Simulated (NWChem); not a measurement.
Species: CH₃Si, doublet; SMILES C=[SiH]

Q: Give the equilibrium geometry at PBE-D3(BJ)/def2-SVP, spin-unrestricted (NWChem) as an XYZ file, with the point group.

A: point group Cs; any orientation.
```
5

C     -0.0418     1.1155    -0.0676
Si    -0.1002    -0.5853     0.2255
H     -0.9250     1.7715    -0.0331
H      0.9226     1.6022    -0.3027
H      1.1504    -1.4411     0.1628
```
